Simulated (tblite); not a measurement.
C5H5F3NS (charge -1).
Numbering: `[CH3:1][C@@H:2]([S-:3])[C@H:4]([C:5]#[N:6])[C:7]([F:8])([F:9])[F:10]` (hydrogens: H11, H12, H13 on C1; H14 on C2; H15 on C4)

Structure used (GFN2-xTB), in Å, numbered top down from 1:
```
atom  x, y, z in Å
C1     1.854   -0.489   -0.389
C2     0.742   -0.156    0.591
S3     1.179    1.138    1.804
C4    -0.477    0.520   -0.030
C5    -1.025    1.316    1.089
N6    -1.854    1.861    1.694
C7    -1.510   -0.410   -0.631
F8    -1.982   -1.334    0.220
F9    -2.590    0.228   -1.127
F10   -1.019   -1.119   -1.683
H11    2.187    0.418   -0.892
H12    1.518   -1.211   -1.135
H13    2.700   -0.906    0.154
H14    0.433   -1.059    1.134
H15   -0.160    1.211   -0.822
```

Calculated harmonic vibrations of the isolated species, GFN2-xTB (tblite), most abundant isotopes, no scaling. This tight-binding method is rough: wavenumbers can miss measured ones by several per cent, in bad cases by 10 to 20. One conformer, not necessarily the lowest.

Harmonic wavenumbers (cm⁻¹): 39.8, 54.3, 124.5, 162.8, 199.1, 202.0, 239.8, 280.7, 332.6, 356.4, 385.2, 436.9, 475.7, 511.3, 521.8, 629.6, 707.0, 812.5, 927.9, 988.0, 1007.0, 1020.6, 1044.1, 1080.8, 1141.5, 1172.5, 1178.8, 1206.7, 1242.9, 1322.0, 1400.2, 1488.9, 1504.8, 2232.5, 2884.5, 2919.4, 2976.3, 3014.2, 3028.4.

A = 1660, B = 938.8, C = 685.3 MHz; mass 168.009 u (most abundant isotopes); point group C1, symmetry number 1.

Problem. Zero-point energy?

Solution. Half the sum of the wavenumbers: 20627 cm⁻¹ = 58.98 kcal/mol.

Problem. Give the ideal-gas entropy at 273.15 K and 1 bar in the rigid-rotor, harmonic-oscillator model (classical rotation).

Solution. Translation 40.86, rotation 29.83, vibration 28.38: S = 99.1 cal/(mol K).

Problem. And Cp and H(273.15 K) − H(0)?

Solution. Cp = 36.67 cal/(mol K), of which vibrations give 28.72 (their classical limit is 39 R = 77.5); H(273.15 K) − H(0) = 6.27 kcal/mol without the zero-point energy, 4.10 from vibrations.

Problem. What must be added to the electronic energy to get the Gibbs energy at 273.15 K and 1 bar?

Solution. ZPE + [H(273.15 K) − H(0)] − T·S = 58.98 + 6.27 − 27.06 = 38.19 kcal/mol.

Problem. Which modes carry the vibrational entropy at 273.15 K?

Solution. 39.8 cm⁻¹: 5.10; 54.3 cm⁻¹: 4.48; 124.5 cm⁻¹: 2.86; 162.8 cm⁻¹: 2.35; 199.1 cm⁻¹: 1.98; 202.0 cm⁻¹: 1.96 cal/(mol K); the other 33 give 9.65 together.

Problem. How do the functions run with temperature in this model?

Solution. 
| T (K) | S (cal/(mol K)) | Cp (cal/(mol K)) | H − H(0) (kcal/mol) | G − H(0) (kcal/mol) | ln q(vib) |
| --- | --- | --- | --- | --- | --- |
| 50 | 60.8 | 13.1 | 0.51 | -2.53 | 0.66 |
| 100 | 71.8 | 19.4 | 1.32 | -5.85 | 1.91 |
| 298.15 | 102.4 | 38.8 | 7.21 | -23.31 | 7.42 |
| 373.15 | 111.7 | 44.6 | 10.35 | -31.34 | 9.45 |
| 500 | 126.0 | 52.7 | 16.55 | -46.43 | 12.74 |
| 750 | 149.5 | 63.3 | 31.17 | -80.98 | 18.72 |
| 1000 | 168.7 | 69.7 | 47.85 | -120.83 | 24.04 |

q(vib) and H(0) count from the zero-point level.

Hindered rotation and anharmonicity are outside this model. Other conformers, if any are populated, would add a mixing term that is left out. The structure is chiral; the term R ln 2 for an equal mix with its mirror image is left out.
